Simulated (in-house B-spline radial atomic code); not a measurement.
Values are calculated unless marked as measured or tabulated.
Ar in an electron gas of r_s = 2.2: phase shifts, screening, friction and resistivity

A nucleus sits in a uniform electron gas with a rigid positive background. The Kohn-Sham equations are solved self-consistently in the spin-unpolarised LDA (PW92), non-relativistic, on B-splines with outgoing waves at the boundary and partial waves to l = 8. The model has no lattice, no bands and no magnetic solution. Atomic units; δ_l are the phase shifts at the Fermi level, counted so that each bound state adds π, and good to about 0.0005.

The density parameter is r_s = 2.2 bohr, near that of the valence electrons of Ga (3 per atom, density 5.91 g/cm³, mass 69.72 u, which gives r_s = 2.19).

```csv
l,δ_l (rad)
0,8.1274
1,5.6041
2,0.6052
3,0.0366
4,0.0047
5,0.0010
6,0.0001
7,0.0001
8,0.0000
```

Bound levels below the band bottom (hartree): s -113.5, s -10.5, p -8.143, s -0.638, p -0.1515.

Problem. Check the Friedel sum rule, and say where the screening charge sits.

Solution. k_F = (9π/4)^(1/3)/r_s = 0.87234. The rule is Z = (2/π) Σ (2l + 1) δ_l. The terms are s 5.174, p 10.703, d 1.926, f 0.163 and 0.036 beyond, in all 18.002 against Z = 18. Bound states hold 6 s, 12 p, 0 d electrons, so the scattering states carry 0.00 in all; where a term is smaller than its bound count, the bound level has drawn weight out of the band.

Problem. Find the transport cross section and the electronic stopping of a 2 keV Ar ion (mass 39.95 u).

Solution. σ_tr = (4π/k_F²) Σ (l + 1) sin²(δ_l − δ_(l+1)). The terms for l = 0 to 3 are 0.3360, 1.8403, 0.8698, 0.0041, all together 3.0502, so σ_tr = 16.513 × 3.0502 = 50.369 bohr². With n = 3/(4π r_s³) = 0.02242, the friction coefficient is Q = n k_F σ_tr = 0.9851. For v well below v_F = 0.872, dE/dx = Q v; with 24801 eV per u at v = 1, v = √(2000/(24801 × 39.95)) = 0.0449, so dE/dx = 0.04426 hartree/bohr = 22.8 eV/nm. The largest term couples the p and d waves.

Problem. What residual resistivity would 1 atomic per cent of such centres give in Ga?

Solution. Δρ = k_F n_i σ_tr/n in atomic units of 21.74 μΩ·cm. With one host atom per 3 electrons, n_i/n = 0.01/3, so Δρ = 0.8723 × 0.00333 × 50.369 × 21.74 = 3.18 μΩ·cm. This is an atom added to the gas, as on an interstitial site.

Problem. On a substitutional site the background of one host ion, a sphere holding 3 charges, is taken out. The phase shifts for l = 0 to 4 become 7.7502, 5.3087, 0.0247, -0.0232, -0.0062. What follows?

Solution. The Friedel sum is now 15.01, for Z − 3 = 15. The sum in σ_tr is 1.8379, so σ_tr = 30.35 bohr² and Δρ = 1.92 μΩ·cm per atomic per cent, 0.60 times the value above. A real host ion scatters too, so this model doesn't give zero even for the host's own atom.
